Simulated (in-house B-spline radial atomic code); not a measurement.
Ionising Sn4+ with different functionals

Computed with a radial B-spline atomic code at the basis-set limit: scalar-relativistic (spin-free X2C) Hamiltonian, Fermi nucleus of rms radius 4.6519 fm, spin-polarised at highest spin, spherical fractional occupations for the functionals, and exact exchange of hybrids averaged over the configuration. The ionisation energy is the difference of two self-consistent energies, [Kr] 4d10 → [Kr] 4d9, without Breit or QED terms; ε is the level of the shell that loses the electron (its least bound occupied spin orbital). There is no spin-orbit coupling in this Hamiltonian.

```
   method                    rung  ΔSCF (eV)  -ε(4d) (eV)
     PBE0           global hybrid      76.82        70.41
    B3LYP           global hybrid      76.84        69.89
    TPSSh           global hybrid      76.78        68.75
   M06-2X           global hybrid      76.54        73.22
BHandHLYP           global hybrid      76.68        73.00
  r2SCAN0           global hybrid      77.17        70.82
    B97-1           global hybrid      76.72        69.85
    HSE06  range-separated hybrid      76.80        69.97
    wB97X  range-separated hybrid      76.55        72.71
CAM-B3LYP  range-separated hybrid      76.78        71.85
  LC-wPBE  range-separated hybrid      76.72        72.98
```

**Question.** Among the functionals, which spreads more, the ΔSCF values or the orbital energies?

**Answer.** The orbital energies: ΔSCF values span about 0.62 eV and the orbital energies 4.48 eV; here energy differences depend much less on the functional than eigenvalues do.

**Question.** How do they compare with the NIST value?

**Answer.** NIST lists 77.03 eV ± 0.04 (measured, ground level to ground level). Errors run from -0.49 to +0.14 eV; r2SCAN0 is closest (+0.14 eV), but part of that can be cancellation, since the calculations leave out spin-orbit coupling, Breit-QED terms, multiplet and fine-structure energies.
